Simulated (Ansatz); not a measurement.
Gas-phase electronic energies from Ansatz, PBE0-D4/def2-TZVP geometries. CCSD(T)/CBS adds triple-zeta CCSD(T) − MP2 to the extrapolated MP2 energy (def2 sets, frozen cores). This one scheme is used for every species. Functionals use def2-TZVPP. One conformer a species, not always the lowest.

Reaction (substitution at a C–Si bond): `C#C[SiH2][AlH][Cl]` + H–F → `C#CF` + `[SiH3][AlH][Cl]`

CCSD(T)/CBS gives +182.6 kJ/mol.

(1) Another level gave +163.0 kJ/mol. Which?
A. B97M-V/def2-TZVPP
B. LC-ωPBE/def2-TZVPP
C. r2SCAN-D4/def2-TZVPP
D. LDA (SPW92)/def2-TZVPP

Largest T1 diagnostic among the species: 0.013.

Answers

(1) C. r2SCAN-D4 163.0, B97M-V 158.4, LDA (SPW92) 143.3, LC-ωPBE 153.5 kJ/mol.

The D4 term adds +7.0 kJ/mol with B3LYP and +4.0 kJ/mol with PBE0; it sums over pairs of atoms, weighted by their polarisabilities, and B3LYP, whose exchange is more repulsive, gets the larger term. Leaving LDA and LC-ωPBE aside and taking each functional with its dispersion term where it has one, the values, not all of them listed here, spread over 16.9 kJ/mol, from PBE-D4 to PBE-QIDH. LDA lies −7.5 kJ/mol from PBE without D4.

B3LYP here is the variant with VWN-RPA as its local correlation; programs differ in this.
